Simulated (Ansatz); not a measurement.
Stepwise reaction of `[O]=[Mo](=[O])([OH])[OH]` with hydrogen chloride, as a gas-phase model of exchange steps in deposition or etching. ΔE in kJ/mol; ΔG adds harmonic PBE0-D4 terms to CCSD(T)/CBS, at 1 bar.

Computed with Ansatz on PBE0-D4/def2-TZVP structures; ΔE is electronic, products minus reactants. CBS: MP2 limit from def2 TZ/QZ plus the TZ coupled-cluster correction, frozen cores. This one scheme is used for every species. DFT in def2-TZVPP. B3LYP here is the variant with VWN-RPA as its local correlation; programs differ in this. Elements past krypton have def2 core potentials. For Mo outer-core shells are correlated without core-valence functions, which leaves a few kJ/mol of doubt a bond. One conformer a species, not always the lowest.

| step | reaction | PBE-D4 | B3LYP-D4 | ωB97M-V | CCSD(T)/CBS | ΔG(400 K) |
| --- | --- | --- | --- | --- | --- | --- |
| 1 | `[O]=[Mo](=[O])([OH])[OH]` + HCl → `[O]=[Mo](=[O])([OH])[Cl]` + H₂O | -31.7 | -30.1 | -28.6 | -39.0 | -35.3 |

Problem. Give the row of step 2, `[O]=[Mo](=[O])([OH])[Cl]` + HCl → `[O]=[Mo](=[O])([Cl])[Cl]` + H₂O. (Estimate.)

Solution. The calculation gave: 
```csv
step,reaction,PBE-D4,B3LYP-D4,ωB97M-V,CCSD(T)/CBS,ΔG(400 K)
2,`[O]=[Mo](=[O])([OH])[Cl]` + HCl → `[O]=[Mo](=[O])([Cl])[Cl]` + H₂O,-27.6,-26.2,-23.9,-34.6,-26.8
```

Problem. By hand: ΔE of the 2 steps together at CCSD(T)/CBS.

Solution. (-39.0) + (-34.6) = -73.6 kJ/mol, or -36.8 kJ/mol a step.

In ΔE the steps differ by no more than 4.4 kJ/mol. All are downhill at CCSD(T)/CBS. ΔG lies between -35.3 and -26.8 kJ/mol a step. PBE-D4 differs from CCSD(T)/CBS by 7.0 to 7.3 kJ/mol a step. Isolated molecules leave out the surface, adducts and barriers. Largest T1 diagnostic: 0.025.
